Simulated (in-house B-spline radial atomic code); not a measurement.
**Ionising Se⁷⁺ with different functionals**

Computed with an all-electron radial atomic-structure program (B-spline basis): non-relativistic Hamiltonian, point nucleus, spin-polarised at highest spin, spherical fractional occupations for the functionals, the average over the highest-spin determinants for Hartree-Fock. The ionisation energy is the difference of two self-consistent energies, [Ar] 3d9 → [Ar] 3d8, without Breit or QED terms; ε is the level of the shell that loses the electron (its least bound occupied spin orbital). There is no spin-orbit coupling in this Hamiltonian.

Hybrids are left out here: with spherical fractional occupations of an open shell their exact exchange keeps a self-interaction that integer-occupation calculations don't have.

| method | rung | ΔSCF (eV) | -ε(3d) (eV) |
| --- | --- | --- | --- |
| Hartree-Fock | Hartree-Fock | 186.30 | 189.94 |
| LDA VWN5 | LDA | 188.60 | 172.24 |
| LDA PW92 | LDA | 188.59 | 172.23 |
| LDA exchange-only | LDA | 186.21 | 169.92 |
| PBE | GGA | 188.24 | 171.89 |
| PBEsol | GGA | 188.19 | 171.84 |
| BLYP | GGA | 188.12 | 171.77 |
| RPBE | GGA | 188.15 | 171.80 |
| PW91 | GGA | 188.43 | 172.07 |
| BP86 | GGA | 188.34 | 171.98 |
| AM05 | GGA | 188.25 | 171.90 |
| OLYP | GGA | 188.98 | 172.64 |
| TPSS | meta-GGA | 188.11 | 171.79 |
| SCAN | meta-GGA | 188.67 | 172.52 |
| r2SCAN | meta-GGA | 188.71 | 172.56 |
| M06-L | meta-GGA | 188.71 | 172.54 |
| revTPSS | meta-GGA | 187.96 | 171.65 |

Task: How do they compare with the NIST value?

Result: NIST lists 184 eV ± 2.1 (tabulated theory, ground level to ground level). Errors run from +2.21 to +4.98 eV. The correlated functionals all miss on the same side by more than they spread, so the cause is common to them (relativity, Breit-QED terms, multiplet and fine-structure energies, or a listed next ion that isn't the cheapest removal here) and closeness doesn't rank the functionals. Hartree-Fock also lacks correlation.
